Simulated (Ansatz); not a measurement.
Reaction (hydrogenolysis of a C–Al bond): `C=[C]([AlH2])C(C)=N` + H₂ → `C=CC(C)=N` + `[AlH3]`

Isolated molecules relaxed with PBE0-D4/def2-TZVP in Ansatz; ΔE leaves out vibrations. CCSD(T)/CBS adds triple-zeta CCSD(T) − MP2 to the extrapolated MP2 energy (def2 sets, frozen cores). This one scheme is used for every species. DFT in def2-TZVPP. One conformer a species, not always the lowest.

| level | ΔE (eV) |
| --- | --- |
| PBE0-D4 | -0.11 |
| B2PLYP | -0.17 |
| PBE | -0.14 |
| SCS-MP2/def2-TZVPP | -0.12 |
| CCSD(T)/def2-TZVPP | -0.12 |
| HF/def2-QZVPP | -0.40 |
| SCS-MP2/def2-QZVPP | -0.11 |
| MP2/CBS(def2) | -0.01 |

Task: What does CCSD(T)/CBS give? (An estimate is asked.)

Result: Computed: -0.10 eV. The listed levels differ from it by -0.01, -0.07, -0.04, -0.02, -0.02, -0.30, -0.01, 0.09 eV.

Largest T1 diagnostic among the species: 0.012.

From PBE to PBE0 (25 % exact exchange), in def2-TZVPP and without D4, ΔE moves by −0.04 eV. In def2-TZVPP, CCSD(T) changes the Hartree–Fock value by +0.28 eV (the triples alone add +0.06 eV) and MP2 by +0.37 eV. The D4 term adds +0.13 eV with B3LYP and +0.07 eV with PBE0; it sums over pairs of atoms, weighted by their polarisabilities, and B3LYP, whose exchange is more repulsive, gets the larger term.

B3LYP here is the variant with VWN-RPA as its local correlation; programs differ in this.
